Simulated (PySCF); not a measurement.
SMILES CCCCO (C4H10O), singlet (GFN2-xTB optimised geometry):

```
15

C      1.858    -0.714     0.000
C      0.335    -0.714     0.000
C     -0.235     0.703     0.000
C     -1.762     0.702     0.092
O     -2.243     0.120     1.280
H      2.239    -1.732    -0.003
H      2.243    -0.207     0.883
H      2.239    -0.202    -0.881
H     -0.031    -1.245    -0.882
H     -0.034    -1.245     0.880
H      0.060     1.223    -0.913
H      0.173     1.259     0.849
H     -2.137     1.732    -0.007
H     -2.188     0.102    -0.716
H     -1.845     0.580     2.028
```

Calculation: CAM-B3LYP/def2-TZVP (PySCF 2.14.0).

Question: What are the frontier orbital energies and the dipole moment?

Answer: HOMO-2 -10.75 eV, HOMO-1 -10.45 eV, HOMO -9.19 eV, LUMO 1.75 eV, LUMO+1 2.37 eV; dipole moment 1.59 D.

Meta-Löwdin charges at CAM-B3LYP/def2-TZVP: C1 -0.33, C2 -0.18, C3 -0.20, C4 0.02, O5 -0.55, H6 0.11, H7 0.10, H8 0.10, H9 0.10, H10 0.11, H11 0.10, H12 0.09, H13 0.09, H14 0.11, H15 0.33.
